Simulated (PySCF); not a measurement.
A calculated (MN15, PySCF 2.14, cc-pVDZ-DK, the spin-free X2C one-electron Hamiltonian (Gaussian nucleus)) atom or ion has these occupied shells.

| shell | electrons | orbital energy (eV) | rms radius, mean of both spins (bohr) |
| --- | --- | --- | --- |
| 1s α | 1 | -1268.6 | 0.151 |
| 1s β | 1 | -1268.5 | 0.151 |
| 2s α | 1 | -92.702 | 0.764 |
| 2s β | 1 | -92.554 | 0.764 |
| 2p α | 3 | -60.862 | 0.775 |
| 2p β | 3 | -60.766 | 0.775 |
| 3s α | 1 | -12.808 | 3.06 |

Name the element and its charge.

Mg⁺ (magnesium, charge +1), in [Ne] 3s1, 2S determinant.
